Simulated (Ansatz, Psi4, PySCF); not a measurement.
Nb (SMILES [Nb]), sextet (core potentials on Nb). Base run: PySCF with PBE0/def2-TZVP.

Input for PySCF:
```python
from pyscf import gto, scf, dft

mol = gto.M(
    atom='''
Nb    0.000000    0.000000    0.000000
''',
    basis='def2-tzvp',
    ecp={'Nb': 'def2-tzvp'},
    charge=0,
    spin=5,
    verbose=4,
)

mf = dft.UKS(mol)
mf.xc = 'pbe0'
mf.kernel()
```

The same geometry, method and basis name were run in Ansatz (a program for electronic structure) and Psi4 and PySCF, at each program's defaults and at the settings that a row names. The base is PySCF at its defaults. Differences at the defaults can come from grids, fitting, cores and function types together. The rows with settings made alike still differ; the cause (another SCF solution, basis table, core potential or functional code) wasn't traced.

```json
[
 {"code and settings": "PySCF, defaults (exact integrals, its default grid, spherical functions)", "ΔE vs base (mEh)": "0.000", "basis functions": "40", "E (Eh)": "-56.81952", "SCF cycles": "14"},
 {"code and settings": "Psi4, defaults (density fitting with its default set, its default grid, spherical functions)", "ΔE vs base (mEh)": "0.524", "basis functions": "40", "E (Eh)": "-56.81900", "SCF cycles": "14"},
 {"code and settings": "Ansatz, defaults (factorised integrals, its default grid, spherical functions)", "ΔE vs base (mEh)": "0.002", "basis functions": "40", "E (Eh)": "-56.81952", "SCF cycles": "-"},
 {"code and settings": "PySCF, density fitting with def2-universal-jkfit", "ΔE vs base (mEh)": "-0.018", "basis functions": "40", "E (Eh)": "-56.81954", "SCF cycles": "14"},
 {"code and settings": "PySCF, fine grid", "ΔE vs base (mEh)": "0.000", "basis functions": "40", "E (Eh)": "-56.81952", "SCF cycles": "15"},
 {"code and settings": "Psi4, exact integrals, spherical functions, fine grid", "ΔE vs base (mEh)": "0.542", "basis functions": "40", "E (Eh)": "-56.81898", "SCF cycles": "16"},
 {"code and settings": "Ansatz, high accuracy", "ΔE vs base (mEh)": "0.000", "basis functions": "40", "E (Eh)": "-56.81952", "SCF cycles": "-"}
]
```

Open shells are given as the SCF converged; they aren't shown to be the lowest states, and a large step between rows can be another state.
